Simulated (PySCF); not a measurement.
Species: C₆H₉ClSSi₂.
Numbering: `[CH3:1][C:2](=[S:3])[C:4]#[C:5][C@@H:6]1[SiH2:7][C@H:8]1[SiH2:9][Cl:10]`

Geometry (GFN2-xTB, Å), atoms numbered from 1 in this order:
```
atom  x, y, z in Å
C1     3.770   -0.260    0.715
C2     2.954   -0.972   -0.316
S3     3.625   -2.064   -1.350
C4     1.600   -0.684   -0.384
C5     0.402   -0.518   -0.511
C6    -0.965   -0.239   -0.622
Si7   -1.546    1.546   -1.050
C8    -1.658    0.525    0.533
Si9   -3.222   -0.238    1.255
Cl10  -4.131    1.175    2.377
H11    3.755    0.814    0.524
H12    4.797   -0.615    0.690
H13    3.351   -0.426    1.708
H14   -1.539   -1.044   -1.066
H15   -0.517    2.563   -1.138
H16   -2.696    1.622   -1.932
H17   -0.946    0.830    1.298
H18   -2.909   -1.380    2.112
H19   -4.134   -0.625    0.180
```

NICS = −σ at a ghost point: NICS(0) at the centroid of the ring atoms, NICS(1) 1 Å to either side along the normal of their mean plane, zz for the tensor component along that normal. Level: GIAO PBE0/pcSseg-1 (PySCF, non-relativistic, gas phase) on the GFN2-xTB geometry, one conformer.

Ring bond lengths (Å), with Mayer bond orders in brackets: C6–Si7 1.925 (0.79), Si7–C8 1.887 (0.93), C8–C6 1.548 (0.83).

Question: Give the NICS values of each ring in ppm.

Answer: 
```
     ring                                              type  NICS(0)  NICS(1), two faces  NICS(1)zz, two faces  rms pucker (Å)  centre to ring atoms, mean (Å)
C6–Si7–C8  3-membered ring with Si; formal bonds all single    -28.8         -8.7 / -7.5         -16.6 / -16.0            0.00                            1.03
```

Question: What do they say, and how far can they be read as aromaticity?

Answer: 
- C6–Si7–C8: mean NICS(1)zz -16.3 ppm, shielded. C6, Si7, C8 have four or more neighbours; no verdict on aromaticity is drawn. NICS(0) lies 21 ppm below the mean NICS(1).

Question: Give the inner angles of the rings and the Hirshfeld charges of the ring atoms.

Answer: 
- C6–Si7–C8: C6 64.8° (-0.095 e), Si7 47.9° (+0.355 e), C8 67.3° (-0.200 e); sum 180.0° against 180° for a flat convex ring.

Question: How shielded are the nuclei of the rings and their hydrogens (means over atoms taken as equivalent)?

Answer: 
```csv
atoms,environment,σ isotropic (ppm),"principal values of the symmetric part, first atom (ppm)"
C6,sp3 carbon bound to silicon,181.6,"157.0, 174.3, 213.6"
Si7,SiH2 silicon,469.7,"366.0, 384.2, 659.0"
C8,sp3 carbon bound to silicon,173.1,"138.6, 179.6, 201.2"
H14,methine hydrogen,29.87,"22.8, 28.9, 37.9"
H15,Si–H hydrogen,28.50,"23.2, 26.5, 35.8"
H16,Si–H hydrogen,28.44,"23.5, 25.8, 36.0"
H17,methine hydrogen,30.80,"25.0, 29.5, 37.9"
```
